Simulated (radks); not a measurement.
Question: Successive ionisation energies (eV) of one element, from differences of total energies of ions in their ground configurations, starting at charge 0: 7.894, 15.215, 81.119, 112.20, 146.30, 183.24, 223.29, 265.30, 328.74, 366.07, 1778.6, 1945.7. Calculated with a radial shooting solver on a logarithmic mesh with Libxc functionals: Dirac Kohn-Sham, BLYP, spin-unpolarised, spherical densities, finite nucleus; open shells fill j = l - 1/2 first; Fermi nuclear charge, rms radius 3.057 fm. Which element is it?

Answer: Magnesium (Z = 12). The first species listed is Mg in [Ne] 3s2, the last Mg11+ in 1s1.
